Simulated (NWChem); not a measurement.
System: InSiH₃Cl₂; SMILES [SiH3][In]([Cl])[Cl]

The following NWChem deck was run.

```
start job
memory heap 200 mb stack 900 mb global 1100 mb
geometry units angstroms
  In     0.054925    -0.023408     0.031996
  Cl    -1.918100    -1.220755    -0.331899
  Cl    -0.146318     2.044507    -1.035983
  Si     2.114729    -0.838486     1.417385
  H      2.683241     0.321678     2.115576
  H      3.096031    -1.414154     0.485115
  H      1.651938    -1.851632     2.373627
end
basis spherical
  * library def2-svp
end
ecp
  In library def2-ecp
end
dft
  xc pbe0
  iterations 150
end
driver
  maxiter 120
end
task dft optimize
dft
  grid fine
  convergence energy 1d-8 density 1d-7
end
task dft freq numerical
```

NWChem printed, in part:

```
             Northwest Computational Chemistry Package (NWChem) 7.3.0
             --------------------------------------------------------

 C1  symmetry detected

                             Geometry "geometry" -> ""
                             -------------------------

 Output coordinates in angstroms (scale by  1.889725989 to convert to a.u.)

  No.       Tag          Charge          X              Y              Z
 ---- ---------------- ---------- -------------- -------------- --------------
    1 In                  49.0000    -0.00057474    -0.00875572    -0.00487083
    2 Cl                  17.0000    -1.88696415     1.36977122     0.00437678
    3 Cl                  17.0000     1.89413848     1.35774598     0.00436408
    4 Si                  14.0000    -0.00553845    -2.62147798     0.00538221
    5 H                    1.0000     1.13129049    -3.07694107     0.81583296
    6 H                    1.0000     0.12927362    -3.08607333    -1.38366475
    7 H                    1.0000    -1.27682731    -3.07505596     0.58255700

 Effective nuclear repulsion energy (a.u.)     663.5264473248

                                Z-matrix (autoz)
                                --------

 Units are Angstrom for bonds and degrees for angles

      Type          Name      I     J     K     L     M      Value
      ----------- --------  ----- ----- ----- ----- ----- ----------
    1 Stretch                  1     2                       2.33643
    2 Stretch                  1     3                       2.33610
    3 Stretch                  1     4                       2.61275
    4 Stretch                  4     5                       1.46856
    5 Stretch                  4     6                       1.47088
    6 Stretch                  4     7                       1.46801
    7 Bend                     1     4     5               108.10959
    8 Bend                     1     4     6               108.17860
    9 Bend                     1     4     7               108.18951
   10 Bend                     2     1     3               108.04052
   11 Bend                     2     1     4               126.04782
   12 Bend                     3     1     4               125.90694
   13 Bend                     5     4     6               110.62521
   14 Bend                     5     4     7               110.95137
   15 Bend                     6     4     7               110.67550
   16 Torsion                  2     1     4     5        -144.15085
   17 Torsion                  2     1     4     6          96.01637
   18 Torsion                  2     1     4     7         -23.92184
   19 Torsion                  3     1     4     5          34.96257
   20 Torsion                  3     1     4     6         -84.87021
   21 Torsion                  3     1     4     7         155.19158

                           NWChem Geometry Optimization
                           ----------------------------

 maximum gradient threshold         (gmax) =   0.000450
 rms gradient threshold             (grms) =   0.000300
 maximum cartesian step threshold   (xmax) =   0.001800
 rms cartesian step threshold       (xrms) =   0.001200
 fixed trust radius                (trust) =   0.300000
 source of zmatrix                         =   autoz

          -------------------
          Energy Minimization
          -------------------

 Using diagonal initial Hessian
 Scaling for Hessian diagonals: bonds = 1.00  angles = 0.25  torsions = 0.10

          --------
          Step   0

                                 NWChem DFT Module
                                 -----------------

 Summary of "ao basis" -> "ao basis" (spherical)
 ------------------------------------------------------------------------------
       Tag                 Description            Shells   Functions and Types
 ---------------- ------------------------------  ------  ---------------------
 In                         def2-svp                10       26   4s4p2d
 Cl                         def2-svp                 8       18   4s3p1d
 Si                         def2-svp                 8       18   4s3p1d
 H                          def2-svp                 3        5   2s1p

[...]

      ----------------------
      Optimization converged
      ----------------------

  Step       Energy      Delta E   Gmax     Grms     Xrms     Xmax
  ---- ---------------- -------- -------- -------- -------- --------
@    6   -1401.12651055 -1.0D-07  0.00003  0.00001  0.00035  0.00090
                                     ok       ok       ok       ok

                                Z-matrix (autoz)
                                --------

 Units are Angstrom for bonds and degrees for angles

      Type          Name      I     J     K     L     M      Value     Gradient
      ----------- --------  ----- ----- ----- ----- ----- ---------- ----------
    1 Stretch                  1     2                       2.35215   -0.00001
    2 Stretch                  1     3                       2.35228   -0.00002
    3 Stretch                  1     4                       2.56428    0.00001
    4 Stretch                  4     5                       1.49122   -0.00000
    5 Stretch                  4     6                       1.49267   -0.00000
    6 Stretch                  4     7                       1.49086   -0.00000
    7 Bend                     1     4     5               108.97753   -0.00001
    8 Bend                     1     4     6               107.73645   -0.00001
    9 Bend                     1     4     7               109.23344   -0.00002
   10 Bend                     2     1     3               110.64369    0.00003
   11 Bend                     2     1     4               124.81918   -0.00003
   12 Bend                     3     1     4               124.53351   -0.00000
   13 Bend                     5     4     6               110.05656    0.00001
   14 Bend                     5     4     7               110.62182    0.00001
   15 Bend                     6     4     7               110.15356    0.00001
   16 Torsion                  2     1     4     5        -145.33065    0.00000
   17 Torsion                  2     1     4     6          95.27960   -0.00000
   18 Torsion                  2     1     4     7         -24.37072    0.00000
   19 Torsion                  3     1     4     5          35.42743    0.00000
   20 Torsion                  3     1     4     6         -83.96232   -0.00000
   21 Torsion                  3     1     4     7         156.38737   -0.00000

                         Geometry "geometry" -> "geometry"
                         ---------------------------------

 Output coordinates in angstroms (scale by  1.889725989 to convert to a.u.)

[...]

 Rotational Constants
 --------------------
 A=   0.062965 cm-1  (  0.090591 K)
 B=   0.049661 cm-1  (  0.071449 K)
 C=   0.028042 cm-1  (  0.040345 K)

 Temperature                      =   298.15K
 frequency scaling parameter      =   1.0000

 Zero-Point correction to Energy  =   16.699 kcal/mol  (  0.026611 au)
 Thermal correction to Energy     =   21.596 kcal/mol  (  0.034415 au)
 Thermal correction to Enthalpy   =   22.188 kcal/mol  (  0.035359 au)

 Total Entropy                    =   95.524 cal/mol-K
   - Translational                =   41.993 cal/mol-K (mol. weight = 215.8422)
   - Rotational                   =   29.286 cal/mol-K (symmetry #  =        1)
   - Vibrational                  =   24.245 cal/mol-K

 Cv (constant volume heat capacity) =   22.739 cal/mol-K
   - Translational                  =    2.979 cal/mol-K
   - Rotational                     =    2.979 cal/mol-K
   - Vibrational                    =   16.781 cal/mol-K

[normal modes left out]

 ----------------------------------------------------------------------------
 Normal Eigenvalue ||           Projected Infra Red Intensities
  Mode   [cm**-1]  || [atomic units] [(debye/angs)**2] [(KM/mol)] [arbitrary]
 ------ ---------- || -------------- ----------------- ---------- -----------
    1       -0.000 ||    0.001047           0.024         1.020       0.315
    2       -0.000 ||    0.000000           0.000         0.000       0.000
    3       -0.000 ||    0.000002           0.000         0.002       0.001
    4        0.000 ||    0.000121           0.003         0.118       0.036
    5        0.000 ||    0.000235           0.005         0.229       0.071
    6        0.000 ||    0.001497           0.035         1.459       0.450
    7       13.841 ||    0.000032           0.001         0.031       0.010
    8       67.517 ||    0.002299           0.053         2.241       0.692
    9       86.976 ||    0.007757           0.179         7.562       2.334
   10      103.734 ||    0.010878           0.251        10.604       3.273
   11      282.850 ||    0.002030           0.047         1.979       0.611
   12      370.502 ||    0.051482           1.188        50.187      15.488
   13      375.340 ||    0.062890           1.451        61.308      18.920
   14      460.754 ||    0.003123           0.072         3.044       0.939
   15      481.161 ||    0.000373           0.009         0.363       0.112
   16      832.493 ||    0.319759           7.377       311.717      96.199
   17      926.732 ||    0.039528           0.912        38.534      11.892
   18      929.607 ||    0.039443           0.910        38.451      11.866
   19     2236.273 ||    0.045944           1.060        44.788      13.822
   20     2256.178 ||    0.054310           1.253        52.945      16.339
   21     2262.570 ||    0.055281           1.275        53.890      16.631
 ----------------------------------------------------------------------------
```

Level: PBE0/def2-SVP with def2 effective core potentials on In. def2 effective core potentials on In; no spin-orbit coupling.
